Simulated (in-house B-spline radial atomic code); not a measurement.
A run on Ir- that did not converge. Method: scalar-relativistic (X2C) TPSSh, spin-polarised, spherical fractional occupations, exact exchange averaged over the configuration, Fermi nucleus of rms radius 5.4032 fm; computed with a B-spline radial code for spherical atoms.

Command:
```bash
python run_scf.py task.json out
```
Settings (nuclear radius in fm, mass in u):
```
Z                77
configuration    [Xe] 4f14 5d8 6s2
hamiltonian      x2c
method           tpssh
spin_polarised   True
nucleus          fermi
rms_radius       5.4032
atomic_mass      192.96292
speed_of_light   137.035999084
exact_exchange   averaged over the configuration
```

First and last ten iterations of the last attempt (damped for 15 steps, keeping 80 % of the old Fock matrix, then DIIS):
```
 iter        energy (Eh)    residual
    1      -17829.089532    1.33e-01
    2      -17827.202010    9.65e-02
    3      -17828.935144    4.57e-02
    4      -17829.050279    2.26e-02
    5      -17829.084100    1.19e-02
    6      -17829.093265    6.92e-03
    7      -17829.095809    4.16e-03
    8      -17829.096644    2.63e-03
    9      -17829.096990    1.80e-03
   10      -17827.349998    8.91e-02
  111      -17828.890469    4.76e-02
  112      -17829.011572    3.05e-02
  113      -17829.085530    1.03e-02
  114      -17827.338607    8.90e-02
  115      -17829.096877    2.14e-03
  116      -17827.338277    8.85e-02
  117      -17827.338285    8.85e-02
  118      -17827.340158    8.84e-02
  119      -17812.244530    2.36e-01
  120      -17812.291247    2.36e-01
 not converged after 120 iterations
```

The smallest residual met was 1.6e-03; the threshold is about 8e-07. No energy from this run should be used. Cost of the run: 6.8 s on 1 thread of Intel(R) Xeon(R) Platinum 8488C (shared host).
